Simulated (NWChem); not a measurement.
Species: Si₂NH₇ cation, doublet; SMILES of the neutral closed-shell parent [SiH3]N[SiH3]

```xyz
10

Si     1.6770     0.0000     0.1511
N      0.0000     0.0000    -0.5968
Si    -1.6770     0.0000     0.1511
H      2.2830     1.2382    -0.4128
H      1.4633     0.0000     1.6138
H      2.2830    -1.2382    -0.4128
H      0.0000     0.0000    -1.6283
H     -2.2830    -1.2382    -0.4128
H     -2.2830     1.2382    -0.4128
H     -1.4633     0.0000     1.6138
```
Atoms are numbered in this order, from 1.

All runs: NWChem. Spin-unrestricted. Medium grid unless said otherwise, to which SCAN and Minnesota functionals are sensitive. In the optimisation the excess spin sits in b (C2, its own frame). Geometry: optimised at PBE0/def2-SVP, spin-unrestricted. The spin multiplicity was typed, not searched, and may not be the lowest. No stability test was run on the SCF state.

Problem. Order these by “lowest empty minus highest occupied level, either spin (eV)”, lowest first: revPBE/def2-SVP; r2SCAN0/def2-SVP; PBE0/def2-SVP; B97-2/def2-SVP; MN15-L/def2-SVP.

Solution. revPBE/def2-SVP (1.47), MN15-L/def2-SVP (2.18), B97-2/def2-SVP (3.51), PBE0/def2-SVP (4.03), r2SCAN0/def2-SVP (4.68)
